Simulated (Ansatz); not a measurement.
An input meant for Ni2H (charge 0, doublet).

```yaml
crystal:
  periodic: [false, false, false]
  atoms:
    - {symbol: Ni, position_ang: [0.211321, 0.678615, -0.905538]}
    - {symbol: Ni, position_ang: [-0.654862, -0.076373, 0.943727]}
    - {symbol: H, position_ang: [0.443550, -0.602231, -0.038189]}
basis:
  gaussian: {orbitals: cc-pVDZ}
magnetization: {spin_polarized: true, initial_magnetization: 1}
hamiltonian: {xc: {name: HF}, dispersion: d2}
scf: {lower_state_search: full}
output: {forces: true}
```

```sh
$ ansatz run in.yaml --threads 4 --pin off --events-out ev --progress --plain --max-ram 3916MiB
```

Output, abridged:

```
Error: YAML parse error: error: line 10 column 43: hamiltonian.dispersion: `d2` is not `none`, `rvv10`, `d3bj`, `d3bjatm`, `d4` or a map `{method: …, s8: …, a1: …, a2_bohr: …}` (numbers without units, a2 in bohr) or `{method: …, functional: …}`
 8 |   gaussian: {orbitals: cc-pVDZ}
 9 | magnetization: {spin_polarized: true, initial_magnetization: 1}
10 | hamiltonian: {xc: {name: HF}, dispersion: d2}
11 | scf: {lower_state_search: full}
12 | output: {forces: true}
```

In this input the program holds no damping parameters for this pairing of functional and dispersion term, so they'd have to be typed. The program refused the input.
